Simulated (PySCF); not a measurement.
Atom-mapped SMILES (the numbers label the heavy atoms): `[CH3:1][O:2][Si@H:3]([F:4])[c:5]1[cH:6][cH:7][cH:8][cH:9][cH:10]1`; H(Xn) means a hydrogen on atom n.

Level of theory: structure optimised with GFN2-xTB, PBE0/pcSseg-1 with gauge-including orbitals, in PySCF 2.14.0 with density-fitted response routines (non-relativistic Hamiltonian, single conformer, no solvent, fast rotation and ring inversion assumed for equivalent nuclei).

References, each an isolated molecule treated in the same way: TMS for $^{13}$C (σref 186.93), $^{1}$H (σref 31.72), $^{29}$Si (σref 349.16); $^{17}$O (σref 336.08) against H2O; $^{19}$F (σref 170.95) vs CFCl3.

```csv
atoms,nucleus,count,δ (ppm)
C6/C10,$^{13}$C,2,139.8
H(Si3),$^{1}$H,1,5.34
Si3,$^{29}$Si,1,-29.4
O2,$^{17}$O,1,?
C8,$^{13}$C,1,136.8
H(C8),$^{1}$H,1,7.73
C1,$^{13}$C,1,?
F4,$^{19}$F,1,-162.3
C5,$^{13}$C,1,?
H(C7)/H(C9),$^{1}$H,2,?
C7/C9,$^{13}$C,2,133.0
H(C6)/H(C10),$^{1}$H,2,7.89
H(C1),$^{1}$H,3,4.17
```

Complete the table.

Results:


- C5: 137.4 ppm, substituted aromatic carbon
- C1: 53.2 ppm, methyl carbon bonded to O; pulled downfield by the heteroatom
- H(C7)/H(C9): 7.67 ppm, hydrogen on an aromatic CH; it sits in the deshielding region of the aromatic ring current
- O2: 30.8 ppm, oxygen bonded to C, Si

Shifts are as computed. Against solution values, carbons near 30 ppm lie about +3 ppm off and those near 130 ppm about +5 ppm. Of 1309 compounds with measured shifts, 239 miss one by over three times the rms of a fit or turn the order of signals round; such compounds aren't used in these exercises. Unscaled 19F shifts against computed CFCl3 carry errors that often reach 10 to 50 ppm. Experimental scales use liquid or dissolved standards, which lie at an offset from isolated H2O (liquid H2O: subtract about 36 ppm).
